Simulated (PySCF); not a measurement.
**Worked example: oscillator strength and radiative lifetime**

B(F)(Me)(SMe) (C₂H₆BFS), SMILES CSB(C)F.

Geometry: PBE0-D3(BJ)/def2-SVP. The values are those of a single conformer.

TDA-B3LYP/def2-SVPD (PySCF) puts the first singlet state with f over 0.02 at 6.34 eV (vertical), with the transition dipole (0.393, -0.970, 0.000) in atomic units.

### Question
Find the oscillator strength, the wavelength and the radiative lifetime that this transition would have in vacuum if emission retraced absorption.

### Answer

|μ|² = 1.0953 au, so |μ| = 2.66 D. ΔE = 6.34/27.211 = 0.2330 hartree. f = (2/3) ΔE |μ|² = 0.170 (the program prints 0.170).
λ = 1239.84/6.34 = 196 nm; ν = 51136 cm⁻¹.
Einstein's coefficient A = 0.6670 ν² f s⁻¹ (ν in cm⁻¹) = 3.0e8 s⁻¹, so τ = 1/A = 3.4 ns. This state is S2; the lower singlet has f = 0.003. The figure is the radiative limit of this one transition; relaxation, internal conversion, crossing to triplets and a medium change what is measured.
